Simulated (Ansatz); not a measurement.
Reactions of BFH6OSi2, SMILES `OB(F)[SiH2][SiH3]`.

Calculated with Ansatz (gas phase, PBE0-D4/def2-TZVP geometries, no zero-point term in ΔE). CCSD(T)/CBS adds triple-zeta CCSD(T) − MP2 to the extrapolated MP2 energy (def2 sets, frozen cores). This one scheme is used for every species. Functionals use def2-TZVPP. For Ga outer-core shells are correlated without core-valence functions, which leaves a few kJ/mol of doubt a bond. Scalar relativity is left out up to krypton. Each species was taken in one conformer, which may not be the lowest.

```
                                                                          reaction  MP2/CBS(def2) (kJ/mol)  HF/CBS(def2) (kJ/mol)  PBE0-D4 (kJ/mol)  ωB97X-V (kJ/mol)
                         `OB(F)[SiH2][SiH3]` + `OBCl` → `[SiH3][SiH2]OBCl` + `OBF`                    -101                   -119               -79               -91
                                   `OB(F)[SiH2][SiH3]` + NH₃ → `NB(O)F` + disilane                    -113                   -135              -106              -110
`OB(F)[SiH2][SiH3]` + `[NH2][GaH][SiH3]` → `[SiH3][NH][GaH][SiH3]` + `OB(F)[SiH3]`                     -52                    -62               -31               -42
               `OB(F)[SiH2][SiH3]` + `[SiH3]SS` → `[SiH3]SS[SiH3]` + `OB(F)[SiH3]`                     -62                    -53               -44               -47
```

Give the CCSD(T)/CBS values in the same order. (Best estimate.)

Computed: -94, -110, -45, -52 kJ/mol.

Largest T1 diagnostic: 0.015, for `[NH2][GaH][SiH3]`.
